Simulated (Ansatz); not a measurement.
Cu6Si⁺, relaxed as a doublet with UKS PBE-D4/def2-SVP in Ansatz, starting from the GFN1-xTB geometry. Force threshold 0.03 eV/Å.

The structure comes from a short search, and lower isomers may exist.

Start:

```xyz
7

Si   -0.431    1.854    0.346
Cu    1.332    0.487   -0.644
Cu    0.258   -0.171    1.528
Cu    1.973   -1.562    0.509
Cu   -1.970    0.063    0.468
Cu   -0.920    0.709   -1.664
Cu   -0.242   -1.380   -0.541
```

Question: Estimate the energy that the relaxation releases and the steps that it takes.

Answer: 11.0 kJ/mol, in 4 steps; 67 s on 4 threads of Intel Xeon on a shared host. No frequencies were taken in this run, so the end may be a saddle point.

Question: Does the start keep its bonding and symmetry?

Answer: By distances, no bond broke or formed. The bond that changes most is Cu5–Cu6, from 2.46 to 2.58 Å (atoms count from 1). Point group Cs at the start, Cs at the end, both within 0.05 Å.

Question: Predict the relaxed structure.

Answer: 
```csv
atom,x (Å),y (Å),z (Å)
Si1,-0.428,1.672,0.293
Cu2,1.382,0.531,-0.620
Cu3,0.297,-0.131,1.572
Cu4,1.931,-1.588,0.476
Cu5,-2.024,0.046,0.504
Cu6,-0.918,0.721,-1.729
Cu7,-0.240,-1.251,-0.497
```
Bond lengths (bridged metal pairs left out): 11 × Cu–Cu 2.40 to 2.58 Å; 4 × Cu–Si 2.29 to 2.33 Å.
